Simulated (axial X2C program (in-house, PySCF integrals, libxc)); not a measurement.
# GaTe at several levels of theory

Calculated with an in-house relativistic program for diatomic molecules. Spin-free means the one-electron spin-free X2C Hamiltonian; two-component (2c) means X2C with spin–orbit coupling and atomic mean-field two-electron Coulomb and Gaunt terms, so the difference of the two also holds small scalar two-electron terms. Basis: Te dyall-cv3z [11s12p8d4f1g], Ga dyall-cv3z [9s9p7d4f1g] (cores contracted in-house); Gaussian nuclei, density fitting, unrestricted open shells. Masses: Te 129.906 u, Ga 68.926 u.

Input file and command:
```json
{"zs": [52, 31], "q": 0, "bas": ["dyall-cv3z", "dyall-cv3z"], "levels": ["PBE0", "HF", "PW91", "r2SCAN", "B3LYP"], "cc": true, "r0": 2.45, "thr": -2.0, "nmax": 140}
```
```bash
python so2c.py task.json out
```

Keys: zs atomic numbers; q charge; bas basis sets; levels methods; cc coupled cluster on or off; r0 starting distance in Å; thr threshold in hartree for freezing inner shells (an s shell follows its p shell); nmax most natural virtual spinors. HF also brings MP2.

State, spin-free: M_S = 1/2, Λ = 0 (beyond evenly filled blocks: σα); electrons by block: σα: 18, σβ: 17, π+α: 9, π+β: 9, π-α: 9, π-β: 9, δ+α: 3, δ+β: 3, δ-α: 3, δ-β: 3. Fragments: Te + Ga.

State, 2c: Ω = 1/2 (⟨Sz⟩ = 0.46, ⟨Lz⟩ = 0.04 at r2SCAN); electrons by block: 1/2: 27, -1/2: 26, 3/2: 12, -3/2: 12, 5/2: 3, -5/2: 3. Fragments: Te + Ga.

```
Hamiltonian   level  Re (Å)  ωe (cm⁻¹)  Be (cm⁻¹)  De (eV)  D0 (eV)  k (mdyn/Å)  μ (D)
  spin-free    PBE0   2.403      253.8    0.06482     2.82     2.81        1.71   2.64
  spin-free      HF   2.453      217.0    0.06221     1.36     1.35        1.25   3.62
  spin-free     MP2   2.357      282.7    0.06737     2.81     2.79        2.12    n/a
  spin-free    PW91   2.421      246.8    0.06389     3.03     3.01        1.62   2.33
  spin-free  r2SCAN   2.390      261.0    0.06553     2.93     2.92        1.81   2.39
  spin-free   B3LYP   2.438      236.3    0.06296     2.71     2.69        1.48   2.63
         2c  r2SCAN   2.403      250.9    0.06484      n/a      n/a        1.67   2.34
```

Correlated methods: 29 electrons correlated (number of frozen shells: Te 4 s, 3 p, 1 d; Ga 3 s, 2 p), 309 virtual spin orbitals or spinors in MP2.

Dipoles are positive if Ga is the positive end.

Dissociation energies refer to the lowest single-determinant-based atoms at the same level and basis. De is not given where an atomic determinant may have missed its ground term or J level, or where the truncated virtual space spoils (T). Density functionals use the spin component along the axis (collinear). The functionals have no current-density term, which raises determinants with orbital currents, atoms included. The state is one determinant with fixed occupations, lowest in a PBE0 search at one distance only: followed along the bond, the 2c determinant Ω = 3/2 reaches 0.05 eV lower at PBE0, at Re = 2.666 Å, so the state shown is not the lowest. At some level and bond length an empty orbital lies below a filled one. Some points did not converge and are left out.

No reliable constants came from B3LYP (2c), HF (2c), MP2 (2c), PBE0 (2c), PW91 (2c): no minimum in range, unconverged points, a curve that is not smooth, a change of character along it, or the two Hamiltonians disagreeing along it.

Rough cost a point (2c) on 2 thread(s) of a shared host, integrals apart: r2SCAN 9 s.
